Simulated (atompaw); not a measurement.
**Varying the PAW (atompaw) potential for molybdenum**

Base potential:

atompaw 4.2.0.5 input, output lines left out:

```
Mo 42
GGA-PBE scalarrelativistic loggrid 1500 logderivrange -3 5 201
5 5 4 0 0 0
5 0 0
5 1 0
4 2 5
0 0 0
c
c
c
c
v
c
c
c
v
c
v
2
3.00 2.30 2.00 2.75
y
-0.25
n
y
0.45
n
y
-0.35
n
custom polynom2 7 10 vanderbiltortho besselshape
3 0.5 troulliermartins
3.00
2.90
3.00
3.00
3.00
3.00
```

Cutoffs, loose and tight: the cutoffs (Ry, on a coarse ladder) from which the occupation-weighted sum of valence levels, in a spherical-Bessel basis at the reference potential, stays within 10 and 1 mRy of its value at 400 Ry. They see the waves, projectors and local potential, not the compensation charge or the core. A dash means not determined.

A true bound ghost makes a file unfit for plane-wave use even where its test errors are small: the radial tests pick states by their node count and pass the ghost by.

| change | outcome | cutoff, loose | cutoff, tight | bound ghosts |
| --- | --- | --- | --- | --- |
| base | generated | 18 Ry | 40 Ry | s, p |
| all radii scaled by about 0.75 (s 2.24, p 2.24, d 2.24 bohr); local potential troulliermartins scheme with l = 3 at 0.5 Ry, radius 1.50 bohr; augmentation besselshape compensation charge, radius 1.72 bohr; PAW radius 2.24 bohr; waves and projectors: custom polynom2 7 10 vanderbiltortho; core correction smooth core density matched at 2.06 bohr | generated | 15 Ry | 30 Ry | s, p |
| all radii scaled by about 0.81 (s 2.42, p 2.42, d 2.42 bohr); local potential troulliermartins scheme with l = 3 at 0.5 Ry, radius 1.62 bohr; augmentation besselshape compensation charge, radius 1.86 bohr; PAW radius 2.42 bohr; waves and projectors: custom polynom2 7 10 vanderbiltortho; core correction smooth core density matched at 2.22 bohr | generated | 21 Ry | 50 Ry | p, s |
| all radii scaled by about 0.89 (s 2.66, p 2.66, d 2.66 bohr); local potential troulliermartins scheme with l = 3 at 0.5 Ry, radius 1.78 bohr; augmentation besselshape compensation charge, radius 2.04 bohr; PAW radius 2.66 bohr; waves and projectors: custom polynom2 7 10 vanderbiltortho; core correction smooth core density matched at 2.44 bohr | generated | 30 Ry | 60 Ry | s, p |
| all radii scaled by about 0.94 (s 2.82, p 2.82, d 2.82 bohr); local potential troulliermartins scheme with l = 3 at 0.5 Ry, radius 1.88 bohr; augmentation besselshape compensation charge, radius 2.16 bohr; PAW radius 2.82 bohr; waves and projectors: custom polynom2 7 10 vanderbiltortho; core correction smooth core density matched at 2.58 bohr | generated | 25 Ry | 50 Ry | s, p |
| all radii scaled by about 1.05 (s 3.14, p 3.14, d 3.14 bohr); local potential troulliermartins scheme with l = 3 at 0.5 Ry, radius 2.08 bohr; augmentation besselshape compensation charge, radius 2.40 bohr; PAW radius 3.14 bohr; waves and projectors: custom polynom2 7 10 vanderbiltortho; core correction smooth core density matched at 2.88 bohr | generated | 18 Ry | 35 Ry | s, p |
| all radii scaled by about 1.12 (s 3.36, p 3.36, d 3.36 bohr); local potential troulliermartins scheme with l = 3 at 0.5 Ry, radius 2.24 bohr; augmentation besselshape compensation charge, radius 2.58 bohr; PAW radius 3.36 bohr; waves and projectors: custom polynom2 7 10 vanderbiltortho; core correction smooth core density matched at 3.08 bohr | generated | 12 Ry | 30 Ry | s, p |
| all radii scaled by about 1.18 (s 3.54, p 3.54, d 3.54 bohr); local potential troulliermartins scheme with l = 3 at 0.5 Ry, radius 2.36 bohr; augmentation besselshape compensation charge, radius 2.72 bohr; PAW radius 3.54 bohr; waves and projectors: custom polynom2 7 10 vanderbiltortho; core correction smooth core density matched at 3.26 bohr | generated | 10 Ry | 25 Ry | s |
| all radii scaled by about 1.25 (s 3.74, p 3.74, d 3.74 bohr); local potential troulliermartins scheme with l = 3 at 0.5 Ry, radius 2.50 bohr; augmentation besselshape compensation charge, radius 2.86 bohr; PAW radius 3.74 bohr; waves and projectors: custom polynom2 7 10 vanderbiltortho; core correction smooth core density matched at 3.42 bohr | generated | 8 Ry | 21 Ry | s |
| all radii scaled by about 1.27 (s 3.82, p 3.82, d 3.82 bohr); local potential troulliermartins scheme with l = 3 at 0.5 Ry, radius 2.56 bohr; augmentation besselshape compensation charge, radius 2.94 bohr; PAW radius 3.82 bohr; waves and projectors: custom polynom2 7 10 vanderbiltortho; core correction smooth core density matched at 3.50 bohr | generated | 8 Ry | 21 Ry | s |

Reading the sweep of the scale of all radii (base = 1) (base included, trends over the rows without a ghost): Bound ghosts are found at 0.75, 0.81, 0.89, 0.94, 1, 1.05, 1.12, 1.18, 1.25, 1.27. Every judged row has one, so this setting neither creates nor removes them.
